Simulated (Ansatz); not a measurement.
Program: Ansatz 0.2.0.

A structure relaxed at PBE0-D4/def2-TZVP, charge 0, multiplicity 1:

```tsv
atom	x (Å)	y (Å)	z (Å)
N1	-1.196	-0.478	1.220
Si2	-1.597	-0.267	-0.443
S3	-0.086	-1.129	-1.653
Ge4	1.699	-0.337	-0.530
N5	1.520	1.363	0.118
H6	-1.680	0.082	1.906
H7	-1.039	-1.411	1.570
H8	-1.733	1.203	-0.618
H9	-2.855	-0.912	-0.911
H10	2.834	-0.348	-1.563
H11	1.979	-1.261	0.661
H12	0.804	1.428	0.830
H13	1.350	2.066	-0.587
```

Give its formula and SMILES.

GeH8N2SSi, `N[SiH2][S][GeH2][NH2]`.

Point group (tolerance 0.08 Å, 0.16 Å for H)?

C1.

Summarise the bond lengths by kind.

1 × N–Si 1.724 Å; 4 × H–N 1.009 to 1.012 Å; 1 × S–Si 2.119 Å; 2 × H–Si 1.487 to 1.489 Å; 1 × Ge–S 2.254 Å; 1 × Ge–N 1.827 Å; 2 × Ge–H 1.533 to 1.535 Å.
